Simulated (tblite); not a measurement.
Record of a relaxation.

C6H15OPSi.
Atom-mapped SMILES: `[CH3:1][Si:2]1([CH3:3])[CH2:4][CH2:5][PH:6](=[O:7])[CH2:8][CH2:9]1` (hydrogens: H10, H11, H12 on C1; H13, H14, H15 on C3; H16, H17 on C4; H18, H19 on C5; H20 on P6; H21, H22 on C8; H23, H24 on C9)

Computed with GFN2-xTB (tblite), gas phase: L-BFGS steps from a force-field or distance-geometry start until the largest atomic force falls under 0.01 eV/Å. 3 of its 43 geometries are shown.

Step 0: E = -784.7380 eV, largest atomic force 3.474 eV/Å
```
atom  x, y, z in Å  |  force x, y, z in eV/Å
C1     -2.428   -0.930    0.904   -1.035  -0.291   0.509
Si2    -1.010   -0.137   -0.005    1.491  -0.221   0.601
C3     -1.579    0.773   -1.509   -0.810   0.646  -0.877
C4     -0.063    1.055    1.157   -0.256  -0.521   0.619
C5      1.303    1.467    0.633   -0.372   0.131   0.654
P6      2.459    0.070    0.397    1.864   1.942  -2.196
O7      3.753    0.622   -0.171   -1.691  -1.210   1.495
C8      1.630   -0.876   -0.914   -0.699  -0.918   0.232
C9      0.285   -1.470   -0.484   -0.186   0.391   0.389
H10    -2.963   -1.641    0.264    0.159   0.203   0.242
H11    -3.161   -0.171    1.224    0.326  -0.396  -0.107
H12    -2.096   -1.467    1.795   -0.147   0.105  -0.187
H13    -0.753    1.239   -2.030    0.033   0.054  -0.164
H14    -2.289    1.567   -1.243    0.207  -0.211  -0.142
H15    -2.096    0.106   -2.205    0.135   0.190   0.051
H16     0.071    0.536    2.137   -0.066   0.445  -0.542
H17    -0.682    1.935    1.346    0.157   0.029   0.081
H18     1.205    1.989   -0.331    0.254  -0.271   0.178
H19     1.771    2.164    1.341    0.090  -0.011  -0.142
H20     2.536   -0.695    1.588   -0.085   0.242  -0.432
H21     2.293   -1.692   -1.196    0.280  -0.056  -0.127
H22     1.508   -0.230   -1.793    0.181   0.055   0.330
H23    -0.132   -2.071   -1.279    0.057  -0.312  -0.271
H24     0.427   -2.123    0.383    0.114  -0.015  -0.192
```

Step 21: E = -785.1240 eV, largest atomic force 0.059 eV/Å
```
atom  x, y, z in Å  |  force x, y, z in eV/Å
C1     -2.425   -0.934    0.919   -0.005  -0.005   0.010
Si2    -0.944   -0.143    0.024   -0.036   0.008  -0.042
C3     -1.560    0.791   -1.525   -0.002   0.006  -0.010
C4     -0.066    1.067    1.213    0.012  -0.012  -0.014
C5      1.275    1.519    0.661    0.048  -0.029  -0.018
P6      2.411    0.140    0.290   -0.005  -0.022   0.006
O7      3.763    0.568   -0.082   -0.025   0.000   0.005
C8      1.611   -0.934   -0.950    0.018   0.024   0.020
C9      0.286   -1.514   -0.483    0.012   0.031   0.005
H10    -2.942   -1.631    0.267    0.011   0.011   0.011
H11    -3.141   -0.178    1.222    0.014  -0.013  -0.004
H12    -2.122   -1.477    1.808   -0.011  -0.002   0.000
H13    -0.752    1.264   -2.077   -0.001  -0.014   0.026
H14    -2.268    1.570   -1.252    0.032  -0.020  -0.006
H15    -2.071    0.117   -2.207    0.023   0.015   0.020
H16     0.099    0.583    2.177   -0.016   0.012   0.008
H17    -0.686    1.944    1.402   -0.017  -0.015   0.029
H18     1.160    2.078   -0.273    0.007   0.015   0.002
H19     1.816    2.165    1.361   -0.019   0.024  -0.009
H20     2.366   -0.634    1.458   -0.013   0.019  -0.029
H21     2.345   -1.712   -1.186   -0.020   0.009  -0.022
H22     1.487   -0.321   -1.849    0.016  -0.009  -0.003
H23    -0.130   -2.135   -1.278   -0.009  -0.017   0.033
H24     0.475   -2.172    0.367   -0.014  -0.015  -0.017
```

Step 42: E = -785.1265 eV, largest atomic force 0.010 eV/Å
```
atom  x, y, z in Å  |  force x, y, z in eV/Å
C1     -2.428   -0.941    0.929    0.000   0.001  -0.002
Si2    -0.951   -0.148    0.029    0.009  -0.003  -0.002
C3     -1.530    0.795   -1.526    0.002   0.002  -0.002
C4     -0.068    1.061    1.216    0.001   0.002   0.001
C5      1.264    1.523    0.650    0.000   0.003   0.006
P6      2.399    0.143    0.282   -0.002   0.000  -0.001
O7      3.755    0.565   -0.079   -0.004   0.004  -0.007
C8      1.598   -0.926   -0.959    0.002  -0.006   0.000
C9      0.283   -1.515   -0.477    0.004  -0.002  -0.003
H10    -2.945   -1.639    0.281   -0.001   0.000  -0.005
H11    -3.144   -0.187    1.234   -0.002   0.005  -0.002
H12    -2.122   -1.483    1.818    0.003   0.000   0.001
H13    -0.701    1.256   -2.055    0.007   0.001  -0.002
H14    -2.230    1.584   -1.268   -0.003   0.002   0.006
H15    -2.033    0.131   -2.223    0.000  -0.006   0.001
H16     0.111    0.573    2.175   -0.003   0.001   0.000
H17    -0.694    1.931    1.422   -0.002  -0.002   0.002
H18     1.140    2.078   -0.285   -0.005  -0.005   0.004
H19     1.802    2.179    1.342    0.002   0.007   0.002
H20     2.338   -0.631    1.448    0.003   0.000   0.001
H21     2.332   -1.701   -1.207    0.001  -0.003  -0.005
H22     1.466   -0.313   -1.857   -0.006  -0.003   0.007
H23    -0.137   -2.149   -1.260   -0.003   0.000   0.005
H24     0.484   -2.166    0.375   -0.003   0.001  -0.004
```

**Question.** Summarise the path.

**Answer.** The energy falls by 37.49 kJ/mol from step 0 to step 42; nine tenths of that is first reached at step 7. It falls at every step. The largest force goes from 3.474 to 0.010 eV/Å. Among the bonds Si2–C3 changes most, from 1.848 to 1.909 Å; the atoms move by 0.089 Å rms after alignment.

**Question.** Follow the three bonds and two angles with the largest change from start to end.

**Answer.** 
| step | E above end (kJ/mol) | largest force (eV/Å) | Si2–C3 (Å) | P6=O7 (Å) | C1–Si2 (Å) | C8–P6–H20 (°) | C5–P6–H20 (°) |
| --- | --- | --- | --- | --- | --- | --- | --- |
| 0 | 37.49 | 3.474 | 1.848 | 1.517 | 1.861 | 110.5 | 109.8 |
| 2 | 13.44 | 0.832 | 1.894 | 1.468 | 1.899 | 107.9 | 107.8 |
| 4 | 5.99 | 0.525 | 1.901 | 1.473 | 1.899 | 106.6 | 106.7 |
| 5 | 4.83 | 0.270 | 1.901 | 1.469 | 1.897 | 106.3 | 106.3 |
| 7 | 3.60 | 0.248 | 1.901 | 1.463 | 1.899 | 105.8 | 105.8 |
| 9 | 2.49 | 0.156 | 1.909 | 1.466 | 1.906 | 105.1 | 105.1 |
| 11 | 1.93 | 0.182 | 1.915 | 1.469 | 1.908 | 104.6 | 104.6 |
| 13 | 1.44 | 0.106 | 1.916 | 1.468 | 1.907 | 104.4 | 104.4 |
| 15 | 0.99 | 0.079 | 1.914 | 1.465 | 1.905 | 104.2 | 104.2 |
| 16 | 0.83 | 0.093 | 1.913 | 1.465 | 1.906 | 104.1 | 104.1 |
| 18 | 0.50 | 0.086 | 1.912 | 1.466 | 1.906 | 103.7 | 103.7 |
| 20 | 0.31 | 0.060 | 1.912 | 1.466 | 1.904 | 103.3 | 103.3 |
| 22 | 0.19 | 0.050 | 1.909 | 1.466 | 1.901 | 103.0 | 103.0 |
| 24 | 0.17 | 0.019 | 1.908 | 1.466 | 1.902 | 103.0 | 103.0 |
| 26 | 0.15 | 0.025 | 1.908 | 1.466 | 1.902 | 103.0 | 103.0 |
| 27 | 0.14 | 0.023 | 1.908 | 1.466 | 1.903 | 103.0 | 103.0 |
| 29 | 0.13 | 0.023 | 1.909 | 1.466 | 1.902 | 103.0 | 103.0 |
| 31 | 0.11 | 0.030 | 1.909 | 1.466 | 1.902 | 102.9 | 103.0 |
| 33 | 0.08 | 0.027 | 1.908 | 1.466 | 1.902 | 103.0 | 103.0 |
| 35 | 0.06 | 0.031 | 1.908 | 1.466 | 1.904 | 103.0 | 103.0 |
| 37 | 0.03 | 0.024 | 1.909 | 1.466 | 1.904 | 102.9 | 102.9 |
| 38 | 0.02 | 0.019 | 1.909 | 1.466 | 1.903 | 102.9 | 102.9 |
| 40 | 0.01 | 0.019 | 1.909 | 1.466 | 1.902 | 102.9 | 102.9 |
| 42 | 0.00 | 0.010 | 1.909 | 1.466 | 1.902 | 102.9 | 102.9 |

Hardware: Arm Neoverse V1, one thread, shared host.
